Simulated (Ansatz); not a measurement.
Reaction (formal exchange of groups at the Sc–C bond): `[CH3][Sc]([NH2])[NH2]` + `CCCC(=O)O` → `[NH2][Sc]([NH2])[OH]` + `CCCC(C)=O`

Gas-phase electronic energies from Ansatz, PBE0-D4/def2-TZVP geometries. CBS: MP2 limit from def2 TZ/QZ plus the TZ coupled-cluster correction, frozen cores. DFT in def2-TZVPP. For Sc outer-core shells are correlated without core-valence functions, which leaves a few kJ/mol of doubt a bond. Scalar relativity is left out up to krypton. Each species was taken in one conformer, which may not be the lowest.

```
        level  ΔE (eV)
      ωB97X-V    -1.49
          PBE    -1.38
HF/def2-QZVPP    -1.50
 HF/CBS(def2)    -1.50
```

Task: What does CCSD(T)/CBS give? (Estimate.)

Result: Ansatz gave: -1.56 eV. The listed levels differ from it by 0.07, 0.18, 0.06, 0.06 eV.

Largest T1 diagnostic among the species: 0.015.

In def2-TZVPP, CCSD(T) changes the Hartree–Fock value by −0.05 eV (the triples alone add +0.01 eV) and MP2 by −0.11 eV. The D4 term adds −0.03 eV with B3LYP and −0.02 eV with PBE0; it sums over pairs of atoms, weighted by their polarisabilities, and B3LYP, whose exchange is more repulsive, gets the larger term.

B3LYP here is the variant with VWN-RPA as its local correlation; programs differ in this.
